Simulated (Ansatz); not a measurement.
`C[S][Ge]([F])([F])[F]` + NH₃ → `[NH2][Ge]([F])([F])[F]` + CH₃SH at 700 K and 1 bar (ligand exchange at a Ge–S bond).

Calculated with Ansatz (gas phase, PBE0-D4/def2-TZVP geometries, no zero-point term in ΔE). CCSD(T)/CBS is the MP2 limit (def2-TZVPP, def2-QZVPP) plus CCSD(T) − MP2 in def2-TZVPP, frozen cores. This one scheme is used for every species. For Ge outer-core shells are correlated without core-valence functions, which leaves a few kJ/mol of doubt a bond. Scalar relativity is left out up to krypton. One conformer a species, not always the lowest.

```tsv
species	CCSD(T)/CBS energy (Eh)	H − E (kJ/mol)	S (J/(mol·K))
`C[S][Ge]([F])([F])[F]`	-2813.26625	204.8	511.1
NH₃	-56.50880	116.9	226.5
`[NH2][Ge]([F])([F])[F]`	-2431.53610	154.0	441.5
CH₃SH	-438.22835	160.2	309.0
```

H − E and S are ideal-gas, rigid-rotor, harmonic terms from PBE0-D4/def2-TZVP, for one conformer and one mirror image of each species. 1 Eh = 2625.50 kJ/mol, R = 8.31446 J/(mol·K).

By hand: ΔE, ΔH, ΔS and ΔG.

ΔE = (-2431.53610) + (-438.22835) − (-2813.26625) − (-56.50880) = 0.01060 Eh = 27.8 kJ/mol. Δ(H − E) = 154.0 + 160.2 − 204.8 − 116.9 = -7.5, so ΔH = 20.3 kJ/mol. ΔS = 441.5 + 309.0 − 511.1 − 226.5 = 12.9 J/(mol·K). ΔG = 20.3 − 700 × (12.9)/1000 = 11.3 kJ/mol.

By hand: the equilibrium constant, and the temperature at which ΔG would vanish if ΔH and ΔS stayed fixed.

log₁₀ K = −ΔG/(RT ln 10) = -0.8. ΔG = 0 at ΔH/ΔS = 1574 K, though so small a ΔS makes that figure unsure.

TΔS isn't small against ΔH here. A doubt of 5 kJ/mol in ΔE shifts log₁₀ K by 0.4 here. Other conformers and mirror images would add mixing entropy, several J/(mol·K) or more a flexible species. Modes under 60 cm⁻¹, often nearly free rotors, make the harmonic entropy too high. These are equilibria of isolated gas molecules and say nothing of rates. Largest T1 diagnostic: 0.012 (customary marks: 0.02 for closed shells, 0.045 for open ones).
